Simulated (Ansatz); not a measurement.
`[F][Hf]([F])([I])[I]` + H–F → `[F][Hf]([F])([F])[I]` + HI at 400 K and 1 bar (ligand exchange at the Hf–I bond).

Isolated molecules relaxed with PBE0-D4/def2-TZVP in Ansatz; ΔE leaves out vibrations. CCSD(T)/CBS is the MP2 limit (def2-TZVPP, def2-QZVPP) plus CCSD(T) − MP2 in def2-TZVPP, frozen cores. This one scheme is used for every species. Elements past krypton have def2 core potentials. For Hf, I outer-core shells are correlated without core-valence functions, which leaves a few kJ/mol of doubt a bond.

```csv
species,CCSD(T)/CBS energy (Eh),H − E (kJ/mol),S (J/(mol·K))
`[F][Hf]([F])([I])[I]`,-842.66830,46.7,435.4
H–F,-100.39570,36.5,182.2
`[F][Hf]([F])([F])[I]`,-645.03670,48.1,399.6
HI,-298.03592,25.7,215.0
```

H − E and S are ideal-gas, rigid-rotor, harmonic terms from PBE0-D4/def2-TZVP. 1 Eh = 2625.50 kJ/mol, R = 8.31446 J/(mol·K).

Question: By hand: ΔE, ΔH, ΔS and ΔG.

Answer: ΔE = (-645.03670) + (-298.03592) − (-842.66830) − (-100.39570) = -0.00862 Eh = -22.6 kJ/mol. Δ(H − E) = 48.1 + 25.7 − 46.7 − 36.5 = -9.4, so ΔH = -32.0 kJ/mol. ΔS = 399.6 + 215.0 − 435.4 − 182.2 = -3.0 J/(mol·K). ΔG = -32.0 − 400 × (-3.0)/1000 = -30.8 kJ/mol.

Question: By hand: the equilibrium constant, and the temperature at which ΔG would vanish if ΔH and ΔS stayed fixed.

Answer: log₁₀ K = −ΔG/(RT ln 10) = 4.0. ΔG = 0 at ΔH/ΔS = 10667 K, far beyond where these terms or the molecules hold.

The number of gas molecules stays the same, so ΔS is small and ΔH decides. A doubt of 5 kJ/mol in ΔE shifts log₁₀ K by 0.7 here. Modes under 60 cm⁻¹, often nearly free rotors, make the harmonic entropy too high. These are equilibria of isolated gas molecules and say nothing of rates. Largest T1 diagnostic: 0.015 (customary marks: 0.02 for closed shells, 0.045 for open ones).
